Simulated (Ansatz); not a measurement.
Isolated molecules relaxed with PBE0-D4/def2-TZVP in Ansatz; ΔE leaves out vibrations. CBS: MP2 limit from def2 TZ/QZ plus the TZ coupled-cluster correction, frozen cores. This one scheme is used for every species. Functionals use def2-TZVPP. B3LYP here is the variant with VWN-RPA as its local correlation; programs differ in this. One conformer a species, not always the lowest.

`CS[Si](O)(O)F` + H–F → `O[Si](O)(F)F` + CH₃SH  (ligand exchange at the Si–S bond)

| level | ΔE (kJ/mol) | difference from CCSD(T)/CBS |
| --- | --- | --- |
| LDA (SPW92) | -84.6 | 7.7 |
| PBE-D4 | -77.4 | 14.9 |
| r2SCAN-D4 | -94.7 | -2.4 |
| B97M-V | -100.0 | -7.7 |
| B3LYP-D4 | -92.7 | -0.4 |
| r2SCANh-D4 | -95.2 | -2.9 |
| ωB97X-V | -94.2 | -1.9 |
| ωB97M-V | -94.4 | -2.1 |
| B2PLYP | -102.5 | -10.2 |
| PBE | -86.1 | 6.2 |
| revPBE | -87.8 | 4.5 |
| PBE0 | -90.8 | 1.5 |
| B3LYP | -106.7 | -14.4 |
| r2SCANh | -97.7 | -5.4 |
| SCS-MP2/def2-QZVPP | -98.1 | -5.8 |
| HF/CBS(def2) | -129.0 | -36.7 |
| CCSD(T)/CBS | -92.3 | 0 |

Largest T1 diagnostic among the species: 0.011.

The D4 term adds +14.0 kJ/mol with B3LYP and +7.8 kJ/mol with PBE0; it sums over pairs of atoms, weighted by their polarisabilities, and B3LYP, whose exchange is more repulsive, gets the larger term. Leaving LDA and LC-ωPBE aside and taking each functional with its dispersion term where it has one, the values, not all of them listed here, spread over 31.4 kJ/mol, from B2PLYP to revPBE-D4. At CCSD(T), def2-SVP lies −3.2 kJ/mol from the extrapolated value and def2-TZVPP −4.4 kJ/mol.

CCSD(T)/CBS has its own doubt, a few kJ/mol and more with outer-core shells, so smaller differences from it don't rank the levels.
